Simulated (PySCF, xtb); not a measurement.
Si(H)(Cl) cation (ClHSi), SMILES [SiH]Cl (connectivity only; charge and spin as stated), charge +1, multiplicity 2.

Harmonic wavenumbers (cm⁻¹) from GFN2-xTB in xtb at its own minimum, in rising order: 503, 656, 2215.

Q: What does PySCF with PBE-D3(BJ)/def2-TZVP give at its own minimum? (An estimate is asked for; the answer gives what the named calculation found.)

A: 595, 642, 1958. Paired by order, the mean absolute difference is 121 cm⁻¹ and the zero-point energies are 4.8 and 4.6 kcal/mol.
